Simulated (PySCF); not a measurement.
H₆F₂GeSi₂, SMILES F[SiH](F)[SiH2][GeH3], PBE0/def2-SVP optimised geometry. Atoms within 1.6 Å of the plane z = 0.0 Å (x, y, z in Å): Si1 (-1.07, -0.18, 0.00), F2 (-1.61, 1.35, 0.00), F3 (-1.54, -0.84, -1.41), Si4 (1.27, -0.18, 0.00), H6 (-1.77, -0.91, 1.09), H7 (1.76, -1.35, 0.80), H8 (1.77, 1.08, 0.63).

Calculation: PySCF with PBE0/def2-TZVP. Cells within 0.4 Å of a nucleus heavier than hydrogen are left out (blank, or x).

Map of the log10 of the electron density (e/bohr³), floored at −4 on the plane z = 0.0 Å:

```
|0000000000000000000000000000000|
|0000000000000000000000000000000|
|0000000000000000000000000000000|
|0000000011110000000000000000000|
|0000011222221100000000000000000|
|0000123344433210000111111000000|
|0001234555554321111222222100000|
|0001345677765432222333333211000|
|0012356789876543233444444321000|
|00124578xxx87543334555554432100|
|00134679xxx97654445566665432100|
|00134578xxx87655555667765432110|
|0012456789987666666677766543210|
|0012345778877666666777766543210|
|0012345667898777777898766543210|
|0012345568xxx877778xxx766543210|
|0012345668xxx877779xxx766543210|
|00123456679x97777779x9766543210|
|0012345667777666667777766543210|
|0012344566666666666677765543210|
|0001234555655555556666665432210|
|0001233445554444445566655432100|
|0000123344443333344555554332100|
|0000012233332222233444443321000|
|0000001112221111122333332210000|
|0000000001100000011222221100000|
|0000000000000000000111111000000|
|0000000000000000000000000000000|
|0000000000000000000000000000000|
|0000000000000000000000000000000|
|0000000000000000000000000000000|
```
Scale: ten equal steps from -4.00 (start of '0') to -0.095 (end of '9'), in the order '0123456789'; x runs from -4.00 to 4.00, y from -4.00 (bottom) to 4.00 (top).
